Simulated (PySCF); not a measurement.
# Polarisability and C₆ of Kr²⁺ (krypton, charge +2)

[Ar] 3d10 4s2 4p4, high-spin 3P determinant. Calculation: PySCF 2.14, in aug-cc-pVTZ-PP with one added diffuse shell each of s, d, f type with ECP10MDF (7s5p5d3f, 68 functions); scalar relativity through the core potential. Coupled (time-dependent) response in atomic units; α is the mean over directions.

```tsv
method	mean α (bohr³)	α xx, yy, zz	C₆ (like pair)	S(−4)
UHF	7.441	7.459, 7.405, 7.459	36.24	10.58
PBE	7.579	7.518, 7.701, 7.518	37.04	11.10
PBE0	7.497	7.461, 7.571, 7.461	36.54	10.78
r2SCANh	7.425	7.399, 7.477, 7.399	36.91	10.07
```

S(−4) is the Cauchy moment in α(ω) = α(0) + S(−4) ω² + …

Spin-orbit coupling is absent.

α(iu) at PBE0:

```
u (hartree)  α(iu) (bohr³)
          0          7.497
     0.0500          7.471
      0.100          7.391
      0.200          7.091
      0.300          6.646
      0.500          5.552
      0.750          4.233
       1.00          3.202
       1.50          1.925
       2.00          1.260
       3.00         0.6586
       5.00         0.2794
```

For an ion, C₆ is the dispersion term alone; charge-induced terms of lower order in 1/R come first.

The components differ because the open shell of this determinant is not spherical; for a pure term their mean is the scalar polarisability.

Energies and moments cover only the electrons outside the core potential.
